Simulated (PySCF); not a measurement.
Ligand exchange on a metal centre used in film growth or etching (Zn F-OH). Gas-phase values, no solvent. One relaxed conformer stands for each flexible species; it need not be the lowest.

The LUMO from two functionals at the same geometries (TPSS-D3(BJ)/def2-SVP), both in PySCF: PBE-D3(BJ)/def2-TZVP and TPSSh-D3(BJ)/def2-TZVP. 

| species | PBE-D3(BJ)/def2-TZVP (eV) | TPSSh-D3(BJ)/def2-TZVP (eV) |
|---|---|---|
| 0 of 2 F replaced by OH ([Zn(F)2]) | -2.98 | -2.37 |
| 1 of 2 F replaced by OH ([Zn(F)(OH)]) | -2.46 | -1.89 |
| 2 of 2 F replaced by OH ([Zn(OH)2]) | -2.08 | -1.55 |

Over these rows, drawn at random from the members with no instability flagged (it was tested for open shells, ions and some series alone), PBE minus TPSSh-D3(BJ): mean -0.57 eV, from -0.60 eV to -0.53 eV.
